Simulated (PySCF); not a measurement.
Nd(III) with more and more H2O

Computed with PySCF 2.14.0, PBE0, def2-SVP on the ligands, density fitting, scalar-relativistic core potentials, no spin-orbit coupling, vacuum. The metal has lcecp-1-SVP with ECP49. Each complex is relaxed within the symmetry of its template. Distances are means of the shortest metal–ligand contacts, charges and spins Mulliken's; removal energies are rigid, with the ligand's formal charge and no counterpoise, so too large; for an anion taken off a cation in vacuum most of it is the attraction of opposite charges, and multiply charged cations can part far more cheaply with an electron moved from ligand to metal. lcecp potentials hold a fixed number of 4f electrons in the core, out of states, spins and gaps.

```tsv
complex	point group	M–H2O (Å)	charge on M (e)	removal of one H2O (eV)	strongest infrared band, degenerate modes summed (cm⁻¹)	unstable modes (below −25 cm⁻¹)
[Nd(H2O)]3+	C2v	2.246	2.57	4.87	3414	0
[Nd(H2O)3]3+	D3, nearly planar	2.322	2.00	3.63	3576	0 (lowest -14 cm⁻¹, within noise)
[Nd(H2O)4]3+	S4	2.354	1.80	3.24	3629	0
```

Task: What does the calculation give for [Nd(H2O)2]3+?

Result: point group: C1, M–H2O (Å): 2.284, charge on M (e): 2.25, removal of one H2O (eV): 4.15, strongest infrared band, degenerate modes summed (cm⁻¹): 3503, unstable modes (below −25 cm⁻¹): 0.
```xyz
7

Nd   -0.3884   -1.0638   -0.0144
O     0.0121    0.1557    1.8743
H     0.4682    1.0313    1.9735
H    -0.2176   -0.0765    2.8122
O     0.1063    0.1709   -1.8723
H     0.6336   -0.1056   -2.6675
H    -0.1733    1.0942   -2.1059
```

The more ligands, the longer each bond and the weaker the last ligand is held.

Members with unstable modes aren't minima as they stand: saddle points kept by symmetry or, where the modes are soft, flat surfaces and noise. Moved off a saddle point of the template and relaxed again: [Nd(H2O)2]3+, [Nd(H2O)3]3+, [Nd(H2O)4]3+. One start shape was tried for each, so a minimum needn't be the lowest isomer.
